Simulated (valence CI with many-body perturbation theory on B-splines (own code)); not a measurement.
Results of a calculation; reference values are marked as such.
**Hyperfine factors and g values of K14+**

Method: valence CI with perturbative core correlation (CI+MBPT): three valence electrons over a frozen Dirac-Fock core [He], a basis of 11 s, 11 p, 9 d, 7 f, 5 g, 2 h, 1 i functions for each j, with the one-electron correlation potential Σ1 (screened to all orders), the two-electron term Σ2, the three-electron term Σ3, Breit, model QED; selected single and double excitations, second order for the rest (own B-spline code, finite nucleus).

No measured levels were compared; by estimate levels of excited configurations hold to 0.05 to 0.15 % of their energy, terms of the ground configuration to about 0.5 %.

A/g_I is the dipole constant over the nuclear g factor μ/I (μ in nuclear magnetons, uniformly magnetised nucleus), B/Q the quadrupole constant per barn. Both hold the static response of the core; the bare values leave it out. Large factors of s and p1/2 electrons are usually good to 5 to 10 %; those of open d and f shells near neutrality can be off by tens of per cent, and small factors of p3/2, d and f electrons come from cancelling terms and can be off by a factor of two or in sign, in half-filled shells by more. B is blank for J = 1/2, where it vanishes, and for nearly pure S terms. Energies count from the lowest level.

Names give the largest LS component (configuration and term), which can be under half, so a name can repeat, a term be missing and a line seem to break the LS rules; names also repeat where a configuration has a term twice. Letters in brackets count levels of one name in rising energy.

| Level | E (× 10³ cm⁻¹) | g | A/g_I (MHz) | A/g_I bare | B/Q (MHz/b) | B/Q bare |
| --- | --- | --- | --- | --- | --- | --- |
| 2s²2p ²P°_1/2 | 0.00 | 0.663 | 54000 | 52900 |  |  |
| 2s²2p ²P°_3/2 | 29.01 | 1.332 | 10400 | 11200 | 18700 | 18800 |
| 2s2p² ⁴P_1/2 | 248.07 | 2.663 | 92000 | 91700 |  |  |
| 2s2p² ⁴P_3/2 | 259.30 | 1.732 | 42500 | 42500 | 15200 | 15300 |
| 2s2p² ⁴P_5/2 | 273.91 | 1.596 | 44700 | 44600 | -18900 | -19100 |
| 2s2p² ²D_3/2 | 444.04 | 0.802 | -10600 | -9370 | 26400 | 26600 |
| 2s2p² ²D_5/2 | 445.67 | 1.201 | 50500 | 49200 | 37800 | 38000 |
| 2s2p² ²S_1/2 | 553.12 | 1.647 | 129000 | 124000 |  |  |
| 2s2p² ²P_1/2 | 588.54 | 1.022 | 72900 | 69500 |  |  |
| 2s2p² ²P_3/2 | 599.33 | 1.328 | -8200 | -6000 | -19100 | -19200 |
| 2p³ ⁴S°_3/2 | 775.08 | 1.993 | -4060 | 46.7 |  |  |
| 2p³ ²D°_3/2 | 874.42 | 0.820 | 12300 | 11700 | 9150 | 9210 |
| 2p³ ²D°_5/2 | 877.53 | 1.198 | 17900 | 18700 | -253 | -254 |
| 2p³ ²P°_1/2 | 979.52 | 0.663 | 54400 | 52600 |  |  |
| 2p³ ²P°_3/2 | 986.00 | 1.317 | 9000 | 10300 | -8700 | -8750 |
| 2s²3s ²S_1/2 | 3893.5 | 2.001 | 49500 | 48000 |  |  |
| 2s²3p ²P°_1/2 | 4014.5 | 0.665 | 13100 | 12800 |  |  |
| 2s²3p ²P°_3/2 | 4022.5 | 1.333 | 5540 | 5700 | 5720 | 5750 |
| 2s²3d ²D_3/2 | 4134.9 | 0.799 | 1790 | 1780 | 947 | 975 |
| 2s²3d ²D_5/2 | 4137.1 | 1.200 | 631 | 637 | 1330 | 1370 |
| 2s2p3s ⁴P°_1/2 | 4140.9 | 2.656 | 109000 | 106000 |  |  |
| 2s2p3s ⁴P°_3/2 | 4149.8 | 1.726 | 70400 | 68900 | -15300 | -15400 |
| 2s2p3s ⁴P°_5/2 | 4168.2 | 1.599 | 51900 | 51000 | 19600 | 19700 |
| 2s2p3s ²P°_1/2 [a] | 4201.9 | 0.674 | 20700 | 20700 |  |  |
| 2s2p3s ²P°_3/2 [a] | 4221.8 | 1.337 | 49700 | 49000 | 18700 | 18900 |
| 2s2p3p ⁴D_1/2 | 4248.6 | 0.199 | -15000 | -14300 |  |  |
| 2s2p3p ⁴D_3/2 | 4256.4 | 1.236 | 45900 | 45100 | -6650 | -6690 |
| 2s2p3p ²P_1/2 [a] | 4266.9 | 0.494 | -45100 | -44000 |  |  |
| 2s2p3p ²P_3/2 [a] | 4269.3 | 1.362 | 32200 | 31700 | -6570 | -6620 |
| 2s2p3p ⁴D_5/2 | 4270.0 | 1.374 | 33700 | 33300 | 5010 | 5040 |
| 2s2p3p ⁴D_7/2 | 4286.4 | 1.428 | 31400 | 31100 | 25000 | 25200 |
| 2s2p3p ⁴S_3/2 | 4293.7 | 1.872 | 56200 | 55400 | -2760 | -2780 |
| 2s2p3p ⁴P_1/2 | 4301.5 | 2.645 | 105000 | 103000 |  |  |
| 2s2p3p ⁴P_3/2 | 4312.9 | 1.715 | 50500 | 49800 | 11700 | 11700 |
| 2s2p3p ⁴P_5/2 | 4318.8 | 1.565 | 42900 | 42400 | -5710 | -5740 |
| 2s2p3p ²D_3/2 [a] | 4319.9 | 0.877 | 8950 | 8840 | 19000 | 19100 |
| 2s2p3p ²D_5/2 [a] | 4338.0 | 1.230 | 27900 | 27700 | 22200 | 22400 |
| 2s2p3d ⁴F°_3/2 | 4353.8 | 0.421 | -19200 | -18600 | 6410 | 6470 |
| 2s2p3d ⁴F°_5/2 | 4359.1 | 1.043 | 13200 | 13000 | 3270 | 3310 |
| 2s2p3p ²S_1/2 [a] | 4367.5 | 1.986 | 68700 | 69000 |  |  |

(1) Take the isotope of mass number 41, with I = 3/2, μ = 0.21487 μN and Q = 0.0734 b. What is the hyperfine structure of 2s²2p ²P°_1/2?

Answers

(1) From the table A = 7740 MHz. Shifts from the centre of gravity in MHz: F = 1: -9680, F = 2: 5800.
